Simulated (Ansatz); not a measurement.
Input for Ansatz (a program for electronic structure): R-wB97X-V/def2-TZVPP on GaH4N (SMILES [NH2][GaH2]), a point of a torsion scan.

Ansatz 0.2 input:
```yaml
crystal:
  periodic: [false, false, false]
  atoms:
    - {symbol: N, position_ang: [-0.91569023, -0.04658913, 0.01361008]}
    - {symbol: Ga, position_ang: [0.75259966, 0.35189609, -0.55632164]}
    - {symbol: H, position_ang: [-1.54523302, 0.60973885, 0.46233430]}
    - {symbol: H, position_ang: [-1.47178002, -0.81290869, -0.35146441]}
    - {symbol: H, position_ang: [1.55342008, 1.44797170, 0.18877847]}
    - {symbol: H, position_ang: [1.40788826, -0.48665175, -1.68389129]}
basis:
  gaussian:
    orbitals: def2-TZVPP
hamiltonian:
  xc: {name: wB97X-V}
scf: {lower_state_search: off}
```

Output:

```
WARN ansatz: RAYON_NUM_THREADS=1 ignored (pool sized by the plan → 1); use --threads N
Functional definition: wB97X-V
these checks for a lower state are left out or cut short: stability, starts, cluster_reference, orbital_swaps, neighbouring_geometries, increment
integrals: 0.06 GiB planned
794 factors; their error is unknown
integrals: 0.10 GiB planned
196 factors; integrals over basis functions are off by at most 6.7e-6 eV
mean field: 0.59 GiB planned
mean field evaluation 1: about -53923.5902 eV, gradient 5.4e1 eV
mean field evaluation 2: about -53922.0285 eV, gradient 6.0e1 eV
mean field evaluation 4: about -53928.5805 eV, gradient 1.7e0 eV
mean field evaluation 8: about -53928.7083 eV, gradient 2.1e-2 eV
mean field evaluation 16: about -53928.7083 eV, gradient 2.3e-6 eV
mean field -53928.70830472 eV, -1981.8434760071 hartree, gradient 2.3e-6 eV, S^2 0.000000; 0 other end points of the search recorded, 0 dependent functions left out
reference -53928.70830289 eV, -1981.8434759400 hartree; 21, 21 occupied and 114, 114 virtual orbitals, 794 factors
Total energy: -53928.70830289 eV, -1981.8434759400 hartree
Checks for a lower state left out: stability, starts, cluster_reference, orbital_swaps, neighbouring_geometries, increment
```

Self-consistency was reached.

Cost: about 3 core-seconds (a rough figure).
